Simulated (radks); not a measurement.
Results of a calculation; reference values are marked as such.
Q: Mean orbital radii <r> (bohr) of neutral terbium, [Xe] 4f9 6s2, of relativity; Dirac values are averaged over j with weights 2j + 1. Spin-unpolarised spherical Kohn-Sham, BLYP, point nucleus unless stated (finite: rms radius 5.06 fm), a radial shooting solver on a logarithmic mesh with Libxc functionals. A level marked "c x" has the speed of light scaled by that factor and shares open shells by 2j + 1; other Dirac levels either fill j = l - 1/2 first or share by 2j + 1.

shell  non-rel.
2s      0.09925
2p      0.08415
3s       0.2558
3p       0.2455
3d       0.2176
4s       0.5772
4p       0.5905
4d       0.6249
5s        1.427
5p        1.623
4f       0.8555
6s        4.412

Give the values at the level "Dirac, c x 0.85".

A: 
shell  Dirac, c x 0.85  change of magnitude (%)
2s             0.08752                   -11.82
2p             0.07906                    -6.05
3s              0.2319                    -9.32
3p              0.2342                    -4.62
3d              0.2162                    -0.62
4s              0.5266                    -8.76
4p              0.5658                    -4.18
4d              0.6240                    -0.14
5s               1.286                    -9.88
5p               1.554                    -4.28
4f              0.9453                   +10.49
6s               4.016                    -8.98
